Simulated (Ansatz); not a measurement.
Level of theory: frozen-core CCSD(T)/cc-pVTZ // B3LYP-D3(BJ)/def2-TZVP (Ansatz, a quantum-chemistry and plane-wave program).

Ansatz 0.2 input:
```yaml
crystal:
  periodic: [false, false, false]
  atoms:
    - { symbol: N, position_ang: [-0.009743, 1.649569, 0.021843] }
    - { symbol: B, position_ang: [0.309701, 0.27268, 0.005311] }
    - { symbol: N, position_ang: [1.652765, -0.167925, -0.025069] }
    - { symbol: Si, position_ang: [-1.198433, -1.083313, 0.001759] }
    - { symbol: H, position_ang: [-0.954429, 1.987044, 0.057297] }
    - { symbol: H, position_ang: [0.676395, 2.387768, 0.010045] }
    - { symbol: H, position_ang: [2.447109, 0.452094, -0.037806] }
    - { symbol: H, position_ang: [1.910512, -1.137943, -0.022123] }
    - { symbol: H, position_ang: [-2.501095, -0.450549, 0.34567] }
    - { symbol: H, position_ang: [-1.365343, -1.723604, -1.331258] }
    - { symbol: H, position_ang: [-0.967443, -2.185819, 0.974331] }
basis:
  gaussian: { orbitals: cc-pVTZ }
correlation:
  method: ccsd_t
```

Output:

```
Functional definition: HF
1264 factors; integrals over basis functions are off by at most 1.2e-3 eV
mean field evaluation 1: about -11607.4831 eV, gradient 4.3e1 eV
mean field evaluation 2: about -11607.6549 eV, gradient 4.4e1 eV
mean field evaluation 4: about -11611.9784 eV, gradient 3.5e0 eV
mean field evaluation 8: about -11612.0343 eV, gradient 1.4e-1 eV
mean field evaluation 16: about -11610.8138 eV, gradient 2.2e1 eV
mean field -11612.03439760 eV, -426.7343931923 hartree, gradient 2.6e-6 eV, S^2 0.000000; 0 other end points of the search recorded, 0 dependent functions left out
8 core orbitals not correlated
reference -11612.03439760 eV, -426.7343931923 hartree; 12, 12 occupied and 202, 202 virtual orbitals, 1264 factors
second order -17.96828774 eV of doubles, -0.00000000 eV of singles
cycle   1  -18.63095337 eV  change   -6.6e-1 eV  update   8.9e-2
cycle   2  -19.10262678 eV  change   -4.7e-1 eV  update   2.7e-2
cycle   3  -19.18165551 eV  change   -7.9e-2 eV  update   1.3e-2
cycle   4  -19.17073197 eV  change    1.1e-2 eV  update   3.6e-3
cycle   5  -19.17122989 eV  change   -5.0e-4 eV  update   1.5e-3
cycle   6  -19.17097662 eV  change    2.5e-4 eV  update   3.7e-4
cycle   7  -19.17078186 eV  change    1.9e-4 eV  update   1.1e-4
cycle   8  -19.17078318 eV  change   -1.3e-6 eV  update   4.0e-5
cycle   9  -19.17078714 eV  change   -4.0e-6 eV  update   1.2e-5
perturbative correction -0.72441963 eV, -0.0266219302 hartree
Total energy: -11631.92960437 eV, -427.4655285555 hartree
```

Cost: very roughly 2.9 core-minutes.
